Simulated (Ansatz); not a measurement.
The cluster Be2F3 was relaxed with r2SCAN-D4 (def2-TZVP) in Ansatz in these states: charge +1 singlet, neutral doublet, neutral quartet. The geometries follow in no particular order.

A:

```xyz
5

Be   -0.7201    1.1288    0.8833
Be    0.2703   -0.4235   -0.3309
F     0.6044    1.0591    0.0335
F    -1.0468   -0.3660    0.5083
F     0.8923   -1.3983   -1.0941
```

B:

```xyz
5

Be   -1.4265   -0.0853   -0.1855
Be    1.1418    0.8216   -0.3131
F    -0.5920   -1.1570    0.6129
F    -0.3615    0.9353   -0.6307
F     1.2381   -0.5145    0.5165
```

C:

```xyz
5

Be    0.281    1.361   -0.546
Be   -0.125   -0.605    0.243
F     1.222    0.363   -0.089
F    -0.998    0.719   -0.345
F    -0.379   -1.837    0.738
```

Task: Judge from the bond lengths which geometry belongs to which state (an estimate).

Result: A is the neutral doublet (Be2–F3 1.563 Å, Be1–Be2 2.206 Å, Be2–F5 1.385 Å); B is the neutral quartet (Be2–F3 2.789 Å, Be1–Be2 2.727 Å, Be2–F5 1.576 Å); C is the charge +1 singlet (Be2–F3 1.691 Å, Be1–Be2 2.157 Å, Be2–F5 1.352 Å).

At PBE0-D4/def2-TZVP a doublet lies 7.10 eV below the neutral quartet. In the quartet, F3 and F5 lie 1.94 Å apart (atoms count from 1), so these atoms are partly bonded to each other. These are the stationary points nearest to one start from a short search; other shapes may lie lower in each state.
